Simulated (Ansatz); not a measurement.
Geometry optimisation, UKS BLYP/def2-SVP (Ansatz 0.2.0).

Input:

```yaml
crystal:
  periodic: [false, false, false]
  atoms:
    - { symbol: Si, position_ang: [-0.816582, 1.092357, 0.494009] }
    - { symbol: H, position_ang: [0.26073, 0.349083, 1.121418] }
    - { symbol: H, position_ang: [-0.284976, 2.128882, -0.433055] }
    - { symbol: H, position_ang: [-1.784696, 0.164737, -0.163518] }
    - { symbol: Cl, position_ang: [-1.844178, 2.066051, 2.051884] }
    - { symbol: H, position_ang: [1.214817, -1.014278, -1.165264] }
    - { symbol: O, position_ang: [0.719343, -0.37797, -1.71439] }
    - { symbol: H, position_ang: [1.021236, -1.409582, 1.215073] }
    - { symbol: F, position_ang: [1.467829, -2.050432, 0.729101] }
    - { symbol: H, position_ang: [0.046577, -0.948746, -2.135258] }
magnetization:
  spin_polarized: true
basis:
  gaussian: { orbitals: def2-SVP }
hamiltonian:
  xc: blyp
relax:
  f_tol: 0.03
  max_steps: 50
```

Launched with:

```bash
$ ansatz run input.yaml --threads 2 --pin off --max-ram 3072MiB --backend cpu --events-out ev --progress --plain --runs-dir out
```

Where does it end, and by what steps?

The run converged. The force dipped under the threshold on the way, but the program's further checks kept it going. After 13 steps the energy has fallen by 0.116 eV; H8 moved furthest, 0.27 Å.

```json
{"step": "0", "energy less start (eV)": "0.0000", "largest force component (eV/Å)": "0.881", "accepted": "yes"}
{"step": "1", "energy less start (eV)": "-0.0765", "largest force component (eV/Å)": "0.553", "accepted": "yes"}
{"step": "2", "energy less start (eV)": "-0.0840", "largest force component (eV/Å)": "0.989", "accepted": "yes"}
{"step": "3", "energy less start (eV)": "-0.1069", "largest force component (eV/Å)": "0.516", "accepted": "yes"}
{"step": "4", "energy less start (eV)": "-0.1100", "largest force component (eV/Å)": "0.194", "accepted": "yes"}
{"step": "5", "energy less start (eV)": "-0.1139", "largest force component (eV/Å)": "0.046", "accepted": "yes"}
{"step": "6", "energy less start (eV)": "-0.1140", "largest force component (eV/Å)": "0.068", "accepted": "yes"}
{"step": "7", "energy less start (eV)": "-0.1144", "largest force component (eV/Å)": "0.065", "accepted": "yes"}
{"step": "8", "energy less start (eV)": "-0.1146", "largest force component (eV/Å)": "0.030", "accepted": "yes"}
{"step": "9", "energy less start (eV)": "-0.1153", "largest force component (eV/Å)": "0.010", "accepted": "yes"}
{"step": "10", "energy less start (eV)": "-0.1149", "largest force component (eV/Å)": "0.142", "accepted": "no"}
{"step": "11", "energy less start (eV)": "-0.1159", "largest force component (eV/Å)": "0.034", "accepted": "yes"}
{"step": "12", "energy less start (eV)": "-0.1161", "largest force component (eV/Å)": "0.071", "accepted": "yes"}
{"step": "13", "energy less start (eV)": "-0.1163", "largest force component (eV/Å)": "0.030", "accepted": "yes"}
```

```xyz
10
Properties=species:S:1:pos:R:3
Si -0.731 0.987 0.424
H 0.440 0.340 1.123
H -0.288 2.038 -0.530
H -1.672 -0.027 -0.133
Cl -1.776 1.963 1.979
H 1.070 -1.058 -0.972
O 0.693 -0.312 -1.494
H 0.920 -1.205 1.075
F 1.271 -1.973 0.638
H 0.073 -0.754 -2.109
```

Whether the end is a true minimum wasn't checked by a vibrational analysis.

The run took 39 s on 2 threads of Arm Neoverse V1, on a shared host, peak memory 0.17 GiB.
